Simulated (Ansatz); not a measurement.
Molecule: CH₅O₃Si, charge 0, multiplicity 2. It need not be the lowest isomer of its formula. SMILES: C[Si]([O])(O)O
Geometry from a B3LYP-D3(BJ)/def2-TZVP (Ansatz, a quantum-chemistry and plane-wave program) optimisation:
```
Si
O 1 1.6339
H 2 0.9606 1 118.04
O 1 1.6461 2 105.81 3 -30.72
H 4 0.9609 1 117.34 2 159.16
O 1 1.6649 2 115.74 3 89.37
C 1 1.8587 2 108.08 3 -156.41
H 7 1.0894 1 111.90 2 -179.64
H 7 1.0899 8 108.84 1 -123.17
H 7 1.0933 8 108.90 9 -117.98
```
Charge 0, spin multiplicity 2.

Computed values are from Ansatz. Cores are frozen in the correlated levels unless marked. UHF or UKS for open shells. Spin-orbit coupling is left out. No relativistic terms. CBS(X,Y): correlation extrapolated as X^-3; Hartree-Fock from the larger set. [CCSD(T)-MP2]/basis is that difference in the basis named.

Task: What is the dipole moment at CCSD(T)/aug-cc-pV(D+d)Z?

Result: 1.44 D.

Task: What is the total energy at RI-MP2/CBS(cc-pV(T+d)Z,cc-pV(Q+d)Z)+[CCSD(T)-MP2]/cc-pV(T+d)Z?

Result: -555.7378 Eh.

Task: What is the atomisation energy De at RI-MP2/CBS(cc-pV(T+d)Z,cc-pV(Q+d)Z)+[CCSD(T)-MP2]/cc-pV(T+d)Z?

Result: 3916.1 kJ/mol.

Task: What is the T1 diagnostic at CCSD/cc-pV(T+d)Z?

Result: 0.014.
